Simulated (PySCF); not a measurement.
# NaGa⁺ from Hartree–Fock to correlated methods

State: ²Σ⁺ (doublet), unpaired electrons σ ↑. Set-up: Na cc-pVDZ, Ga cc-pVDZ-PP with ECP10; scalar-relativistic core potentials (PySCF 2.14). De refers to Na⁺ + Ga in their high-spin ground configurations, without counterpoise correction. The functionals are run spin-unrestricted. A positive dipole points towards Ga; it is taken about the centre of mass and depends on that origin.

```tsv
Level	Re (Å)	ωe (cm⁻¹)	De (eV)	μ (D)	CPU s a point (SCF and correlation, without the integrals)
UHF	3.455	111	0.86	-7.95	0.072
UHF-MP2	3.406	115	0.86	n/a	0.13
UHF-SCS-MP2	3.415	115	0.86	n/a	n/a
UHF-CCSD	3.406	116	0.85	n/a	n/a
UHF-CCSD(T)	3.402	117	0.85	n/a	3.9
PBE	3.466	101	1.07	-6.77	0.43
PBEsol	3.443	103	1.05	-6.93	0.32
revPBE	3.509	98.6	1.04	-6.94	0.32
TPSS	3.461	103	1.02	-7.23	0.68
r²SCAN	3.426	108	0.93	-7.53	0.61
PBE0	3.415	108	1.00	-7.12	0.7
```

The bond length runs from 3.402 Å (UHF-CCSD(T)) to 3.509 Å (revPBE). De spans 0.85 eV (UHF-CCSD, coupled cluster) to 1.07 eV (PBE, GGA). Correlation at CCSD(T) changes the Hartree–Fock bond energy by -0.01 eV; the triples alone change it by +0.00 eV.

Correlated steps freeze 5 core orbitals. Correlated levels converge slowly with the basis: in double zeta they bind strong bonds too weakly, by up to about 1 eV, and carry superposition errors of some tenths. Spin–orbit coupling is left out. For an ion De counts to the pair picked by the measured ionisation energies or electron affinities, which need not be the lowest pair at this level. The state was picked by a PBE0 search and need not be the measured ground state.

The whole job (state search and all levels along the bond) took about 1.5 min on 1 thread of Arm Neoverse V1 (shared host), peak memory 0.46 GiB.
